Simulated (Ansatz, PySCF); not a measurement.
Gas-phase reaction in SMILES: [Cl][Bi][Cl] -> [Cl][Bi][Cl] as singlet, charge +1 + e-
Geometries: B3LYP-D3(BJ)/def2-TZVP minima from Ansatz (an electronic-structure program).

Quantity: adiabatic ionisation energy (0 K, with B3LYP-D3(BJ) harmonic zero-point energies from PySCF), in eV. Correlated levels leave the core frozen unless marked. UHF or UKS for open shells. Spin-orbit coupling is left out. The frozen core is the preceding noble-gas configuration, with the filled d and f shells of earlier blocks. In def2 rows, elements after Kr have scalar-relativistic effective core potentials. CBS(X,Y): correlation extrapolated as X^-3; Hartree-Fock from the larger set. [CCSD(T)-MP2]/basis is that difference in the basis named.

| level | program | adiabatic ionisation energy (eV) |
|---|---|---|
| PBE-D4/def2-TZVPD | Ansatz + dftd4 | 7.98 |

Problem. Predict the RI-MP2/CBS(def2-TZVPPD,def2-QZVPPD)+[CCSD(T)-MP2]/def2-TZVPPD result (Ansatz).

Solution. 8.18 eV, so PBE-D4/def2-TZVPD differs from it by -0.20 eV.
